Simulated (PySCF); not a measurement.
Al(CF3)(F)(OH) (CHAlF4O), SMILES [F][Al]([OH])[C](F)(F)F.

The structure is a stationary point at PBE0-D3(BJ)/def2-SVP. Other conformers were not sampled.

All values below come from IEF-PCM-PBE0/def2-SVP in PySCF 2.14.0.

The values are the electrostatic part of the solvation free energy, E(continuum) − E(gas) at the gas-phase geometry, in a cavity of scaled van der Waals radii (PySCF's table); cavitation and dispersion terms are not included. A continuum can't describe solvent molecules that bind to the metal. In vacuum the orbital gap is 8.47 eV. The dipole moment in vacuum is 2.71 D.

Estimate the values in water (ε = 78.36), 1-octanol (ε = 9.86), n-hexane (ε = 1.88). (An estimate is asked for; the answer gives what the named calculation found.)


```
solvent        ε  ΔG(elec) (kcal/mol)  dipole (D)  gap (eV)
---------  -----  -------------------  ----------  --------
water      78.36                -10.1        3.11      8.91
1-octanol   9.86                 -8.6        3.06      8.85
n-hexane    1.88                 -3.6        2.86      8.63
```
